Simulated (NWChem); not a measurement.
Everything below was run with NWChem. System: I₂Pb, charge 0, spin multiplicity 1, at a geometry optimised with PBE0/def2-SVP with def2 effective core potentials on I, Pb. The structure started from a generated list of species. Level: TD-PBE0/def2-SVP with def2 effective core potentials on I, Pb.

The NWChem input:

```
start mol
memory heap 200 mb stack 900 mb global 1100 mb
geometry units angstroms nocenter noautoz
  Pb     0.000000     0.000000    -1.006751
  I     -2.193554     0.000000     0.778807
  I      2.193554     0.000000     0.778807
  symmetry group C2v
end
basis spherical
  * library def2-svp
end
ecp
  I library def2-ecp
  Pb library def2-ecp
end
dft
  xc pbe0
  semidirect memsize 60000000 filesize 0
  iterations 100
end
tddft
  rpa
  nroots 8
  notriplet
  thresh 1e-4
end
task tddft energy
```

NWChem printed:

```
             Northwest Computational Chemistry Package (NWChem) 7.3.0
             --------------------------------------------------------

                                NWChem Input Module
                                -------------------

 Scaling coordinates for geometry "geometry" by  1.889725989
 (inverse scale =  0.529177249)

 Turning off AUTOSYM since
 SYMMETRY directive was detected!

                             Geometry "geometry" -> ""
                             -------------------------

 Output coordinates in angstroms (scale by  1.889725989 to convert to a.u.)

  No.       Tag          Charge          X              Y              Z
 ---- ---------------- ---------- -------------- -------------- --------------
    1 Pb                  82.0000     0.00000000     0.00000000    -1.00675100
    2 I                   53.0000    -2.19355400     0.00000000     0.77880700
    3 I                   53.0000     2.19355400     0.00000000     0.77880700

 Effective nuclear repulsion energy (a.u.)    1965.0420721024

            Nuclear Dipole moment (a.u.)
            ----------------------------
        X                 Y               Z
 ---------------- ---------------- ----------------
     0.0000000000     0.0000000000    -0.0000755890

      Symmetry information
      --------------------

 Group name             C2v
 Group number             16
 Group order               4
 No. of unique centers     2

      Symmetry unique atoms

     1    2


 Summary of "ao basis" -> "" (spherical)
 ------------------------------------------------------------------------------
       Tag                 Description            Shells   Functions and Types
 ---------------- ------------------------------  ------  ---------------------
 *                          def2-svp                  on all atoms

                                 NWChem DFT Module
                                 -----------------

 Summary of "ao basis" -> "ao basis" (spherical)
 ------------------------------------------------------------------------------
       Tag                 Description            Shells   Functions and Types
 ---------------- ------------------------------  ------  ---------------------
 Pb                         def2-svp                10       26   4s4p2d
 I                          def2-svp                10       26   4s4p2d

 Summary of "ao basis" -> "ao basis" (spherical)
 ------------------------------------------------------------------------------
       Tag                 Description            Shells   Functions and Types
 ---------------- ------------------------------  ------  ---------------------
 Pb                         def2-svp                10       26   4s4p2d
 I                          def2-svp                10       26   4s4p2d

      Symmetry analysis of basis
      --------------------------

        a1         30
        a2         10
        b1         24
        b2         14

            General Information
            -------------------
          SCF calculation type: DFT
          Wavefunction type:  closed shell.
          No. of atoms     :     3
          No. of electrons :    72
           Alpha electrons :    36
            Beta electrons :    36
          Charge           :     0
          Spin multiplicity:     1
          Use of symmetry is: off; symmetry adaption is: on
          Maximum number of iterations: 100
          AO basis - number of functions:    78
                     number of shells:    30
          Convergence on energy requested:  1.00D-06
          Convergence on density requested:  1.00D-05
          Convergence on gradient requested:  5.00D-04

              XC Information
              --------------
                         PBE0 Method XC Functional
                     Hartree-Fock (Exact) Exchange  0.250
          PerdewBurkeErnzerhof Exchange Functional  0.750
            Perdew 1991 LDA Correlation Functional  1.000 local
           PerdewBurkeErnz. Correlation Functional  1.000 non-local

             Grid Information
             ----------------
          Grid used for XC integration:  medium
          Radial quadrature: Mura-Knowles
          Angular quadrature: Lebedev.
          Tag              B.-S. Rad. Rad. Pts. Rad. Cut. Ang. Pts.
          ---              ---------- --------- --------- ---------
          Pb                  1.80      123          10.0       590
          I                   1.40      123          12.0       590
          Grid pruning is: on
          Number of quadrature shells:   369
          Spatial weights used:  Erf1

          Convergence Information
          -----------------------
          Convergence aids based upon iterative change in
          total energy or number of iterations.
          Levelshifting, if invoked, occurs when the
          HOMO/LUMO gap drops below (HL_TOL):  1.00D-02
          DIIS, if invoked, will attempt to extrapolate
          using up to (NFOCK): 10 stored Fock matrices.

                    Damping( 0%)  Levelshifting(0.5)       DIIS
                  --------------- ------------------- ---------------
          dE  on:    start            ASAP                start
          dE off:    2 iters        100 iters           100 iters

      Screening Tolerance Information
      -------------------------------
          Density screening/tol_rho:  1.00D-10
          AO Gaussian exp screening on grid/accAOfunc:  14
          CD Gaussian exp screening on grid/accCDfunc:  20
          XC Gaussian exp screening on grid/accXCfunc:  20
          Schwarz screening/accCoul:  1.00D-08
[...]
    1    1   36   37 a2       -0.264    -0.122     3.867
    2    1   35   37 b2       -0.266    -0.122     3.923
    3    1   34   37 b1       -0.273    -0.122     4.100
    4    1   33   37 a1       -0.290    -0.122     4.554
    5    1   32   37 b2       -0.301    -0.122     4.866
    6    1   36   38 b1       -0.264    -0.063     5.492
    7    1   31   37 a2       -0.325    -0.122     5.522
    8    1   35   38 a1       -0.266    -0.063     5.549
--------------------------------------------------------

  Entering Davidson iterations
  Restricted singlet excited states

  Iter   NTrls   NConv    DeltaV     DeltaE      Time
  ----  ------  ------  ---------  ---------  ---------
    1      8       0     0.16E+00   0.10+100        7.8
    2     24       0     0.39E-01   0.18E-01       11.2
    3     40       0     0.12E-01   0.81E-03       10.9
    4     56       1     0.28E-02   0.76E-04       10.7
    5     70       3     0.60E-03   0.54E-05       11.0
    6     80       8     0.96E-04   0.88E-07        9.9
  ----  ------  ------  ---------  ---------  ---------
  Convergence criterion met

  Ground state a1       -788.419496329892 a.u.

  ----------------------------------------------------------------------------
  Root   1 singlet a2             0.100767659 a.u.                2.7420 eV
  ----------------------------------------------------------------------------
     Transition Moments    X  0.00000   Y -0.00000   Z  0.00000
     Transition Moments   XX  0.00000  XY  0.55555  XZ  0.00000
     Transition Moments   YY -0.00000  YZ  0.00000  ZZ -0.00000
     Dipole Oscillator Strength                    0.0000000000
     Electric Quadrupole                           0.0000000017
     Magnetic Dipole                               0.0000002618
     Total Oscillator Strength                     0.0000002635

          sigma_e =   2.1326 Angstrom
          sigma_h =   2.6314 Angstrom
         |d_h->e| =   1.4970 Angstrom
            d_exc =   3.6877 Angstrom
            d_CD1 =   1.9957 Angstrom
            d_CD2 =  -0.8850 Angstrom
            d_CD3 =   5.1847 Angstrom
     Pearson C.C. =   0.0102

     Occ.   36  b1  ---  Virt.   37  b2   0.99965 X
  ----------------------------------------------------------------------------
  Root   2 singlet b2             0.103009330 a.u.                2.8030 eV
  ----------------------------------------------------------------------------
     Transition Moments    X  0.00000   Y -0.14195   Z  0.00000
     Transition Moments   XX  0.00000  XY -0.00000  XZ  0.00000
     Transition Moments   YY -0.00000  YZ  1.91647  ZZ -0.00000
     Dipole Oscillator Strength                    0.0013838378
     Electric Quadrupole                           0.0000000214
     Magnetic Dipole                               0.0000012910
     Total Oscillator Strength                     0.0013851502

          sigma_e =   2.1375 Angstrom
          sigma_h =   2.6209 Angstrom
         |d_h->e| =   1.3037 Angstrom
            d_exc =   3.6032 Angstrom
            d_CD1 =   1.7871 Angstrom
            d_CD2 =  -1.0755 Angstrom
            d_CD3 =   4.9069 Angstrom
     Pearson C.C. =   0.0138

     Occ.   35  a1  ---  Virt.   37  b2   0.99992 X
  ----------------------------------------------------------------------------
  Root   3 singlet b1             0.120733630 a.u.                3.2853 eV
  ----------------------------------------------------------------------------
     Transition Moments    X  0.69556   Y  0.00000   Z -0.00000
     Transition Moments   XX  0.00000  XY  0.00000  XZ  1.74504
     Transition Moments   YY -0.00000  YZ -0.00000  ZZ  0.00000
     Dipole Oscillator Strength                    0.0389406481
     Electric Quadrupole                           0.0000000285
     Magnetic Dipole                               0.0000000112
     Total Oscillator Strength                     0.0389406878

          sigma_e =   2.1663 Angstrom
          sigma_h =   2.5979 Angstrom
         |d_h->e| =   1.4804 Angstrom
            d_exc =   3.6805 Angstrom
            d_CD1 =   1.9121 Angstrom
            d_CD2 =  -0.9017 Angstrom
            d_CD3 =   5.1609 Angstrom
     Pearson C.C. =   0.0078

     Occ.   31  b1  ---  Virt.   38  a1  -0.08582 X
     Occ.   34  a2  ---  Virt.   37  b2  -0.96650 X
     Occ.   35  a1  ---  Virt.   39  b1   0.16044 X
     Occ.   36  b1  ---  Virt.   38  a1   0.18571 X
  ----------------------------------------------------------------------------
  Root   4 singlet b2             0.135692829 a.u.                3.6924 eV
  ----------------------------------------------------------------------------
     Transition Moments    X -0.00000   Y  0.18595   Z  0.00000
     Transition Moments   XX  0.00000  XY  0.00000  XZ -0.00000
     Transition Moments   YY -0.00000  YZ -1.88154  ZZ  0.00000
     Dipole Oscillator Strength                    0.0031279487
     Electric Quadrupole                           0.0000000471
     Magnetic Dipole                               0.0000009864
     Total Oscillator Strength                     0.0031289822

          sigma_e =   2.1336 Angstrom
          sigma_h =   2.5059 Angstrom
         |d_h->e| =   1.0103 Angstrom
            d_exc =   3.4321 Angstrom
            d_CD1 =   1.3827 Angstrom
            d_CD2 =  -1.3094 Angstrom
            d_CD3 =   4.4425 Angstrom
     Pearson C.C. =   0.0068

     Occ.   32  a1  ---  Virt.   37  b2   0.99945 X
  ----------------------------------------------------------------------------
  Root   5 singlet a1             0.137570590 a.u.                3.7435 eV
  ----------------------------------------------------------------------------
     Transition Moments    X -0.00000   Y -0.00000   Z  0.34673
     Transition Moments   XX  2.47708  XY  0.00000  XZ -0.00000
     Transition Moments   YY -1.10600  YZ  0.00000  ZZ  0.68417
     Dipole Oscillator Strength                    0.0110261727
     Electric Quadrupole                           0.0000000445
     Magnetic Dipole                               0.0000000000
     Total Oscillator Strength                     0.0110262172

          sigma_e =   2.1778 Angstrom
          sigma_h =   2.5209 Angstrom
         |d_h->e| =   1.2570 Angstrom
            d_exc =   3.5510 Angstrom
            d_CD1 =   1.6000 Angstrom
            d_CD2 =  -1.0924 Angstrom
            d_CD3 =   4.8080 Angstrom
     Pearson C.C. =   0.0062

     Occ.   31  b1  ---  Virt.   39  b1  -0.12155 X
     Occ.   32  a1  ---  Virt.   38  a1  -0.18470 X
     Occ.   33  b2  ---  Virt.   37  b2   0.95915 X
     Occ.   35  a1  ---  Virt.   38  a1   0.17977 X
  ----------------------------------------------------------------------------
  Root   6 singlet a2             0.157600919 a.u.                4.2885 eV
  ----------------------------------------------------------------------------
     Transition Moments    X -0.00000   Y  0.00000   Z -0.00000
     Transition Moments   XX  0.00000  XY -1.86739  XZ -0.00000
     Transition Moments   YY -0.00000  YZ -0.00000  ZZ -0.00000
     Dipole Oscillator Strength                    0.0000000000
     Electric Quadrupole                           0.0000000727
     Magnetic Dipole                               0.0000029010
     Total Oscillator Strength                     0.0000029737

          sigma_e =   2.1165 Angstrom
          sigma_h =   2.5001 Angstrom
         |d_h->e| =   1.1616 Angstrom
            d_exc =   3.4712 Angstrom
            d_CD1 =   1.5453 Angstrom
            d_CD2 =  -1.1467 Angstrom
            d_CD3 =   4.6328 Angstrom
     Pearson C.C. =   0.0028

     Occ.   31  b1  ---  Virt.   37  b2   0.99870 X
  ----------------------------------------------------------------------------
  Root   7 singlet b1             0.164526905 a.u.                4.4770 eV
  ----------------------------------------------------------------------------
     Transition Moments    X -0.42514   Y -0.00000   Z  0.00000
     Transition Moments   XX  0.00000  XY  0.00000  XZ -0.79684
     Transition Moments   YY  0.00000  YZ  0.00000  ZZ -0.00000
     Dipole Oscillator Strength                    0.0198247792
     Electric Quadrupole                           0.0000000151
     Magnetic Dipole                               0.0000000021
     Total Oscillator Strength                     0.0198247963

          sigma_e =   2.4935 Angstrom
          sigma_h =   2.6262 Angstrom
         |d_h->e| =   1.3551 Angstrom
            d_exc =   3.7596 Angstrom
            d_CD1 =   1.4878 Angstrom
            d_CD2 =  -1.2048 Angstrom
            d_CD3 =   5.1147 Angstrom
     Pearson C.C. =   0.0623

     Occ.   31  b1  ---  Virt.   38  a1   0.07535 X
     Occ.   34  a2  ---  Virt.   37  b2   0.09803 X
     Occ.   35  a1  ---  Virt.   39  b1  -0.42267 X
     Occ.   36  b1  ---  Virt.   38  a1   0.89725 X
  ----------------------------------------------------------------------------
  Root   8 singlet a1             0.166473330 a.u.                4.5300 eV
  ----------------------------------------------------------------------------
     Transition Moments    X -0.00000   Y  0.00000   Z -0.58689
     Transition Moments   XX -2.03615  XY -0.00000  XZ -0.00000
     Transition Moments   YY  0.08092  YZ -0.00000  ZZ  1.35128
     Dipole Oscillator Strength                    0.0382270410
     Electric Quadrupole                           0.0000000719
     Magnetic Dipole                               0.0000000000
     Total Oscillator Strength                     0.0382271130

          sigma_e =   2.4969 Angstrom
          sigma_h =   2.6027 Angstrom
         |d_h->e| =   1.3230 Angstrom
            d_exc =   3.7980 Angstrom
            d_CD1 =   1.4288 Angstrom
            d_CD2 =  -1.2268 Angstrom
            d_CD3 =   5.1210 Angstrom
     Pearson C.C. =   0.0257

     Occ.   31  b1  ---  Virt.   39  b1   0.06593 X
     Occ.   32  a1  ---  Virt.   38  a1   0.23452 X
     Occ.   33  b2  ---  Virt.   37  b2  -0.13098 X
     Occ.   35  a1  ---  Virt.   38  a1   0.95288 X
     Occ.   36  b1  ---  Virt.   39  b1  -0.12323 X

              Target root =      1
          Target symmetry = none
      Ground state energy =   -788.419496329892
        Excitation energy =      0.100767659359
     Excited state energy =   -788.318728670533

  stored tddft:energy   -788.31872867053335

 Task  times  cpu:       65.1s     wall:       65.1s

 Total times  cpu:       65.1s     wall:       65.1s
```
